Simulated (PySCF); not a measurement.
## Excitation energy of O²⁺ by level of theory

O²⁺ [He] 2s2 2p2 (3P) → O²⁺ [He] 2s2 2p1 3s1 (3P), as a difference of total energies. Calculation: PySCF 2.14, in x2c-TZVPPall with one added diffuse shell each of s, p, d type (6s4p3d1f, 40 functions); scalar relativity by spin-free X2C-1e. Correlated levels: valence and next inner shell: nothing frozen. The calculations carry no spin-orbit coupling.

```csv
method,excitation energy (eV)
UHF,33.211
MP2 (valence and next inner shell),33.251
SCS-MP2 (valence and next inner shell),33.144
CCSD (valence and next inner shell),33.058
CCSD(T) (valence and next inner shell),33.035
```

Question: How much does correlation contribute at CCSD(T) (valence and next inner shell)?

Answer: 33.035 − (33.211) = -0.176 eV, measured against UHF.

The promoted electron is Rydberg-like, and one or two diffuse shells describe it only roughly, which tends to raise the upper state.
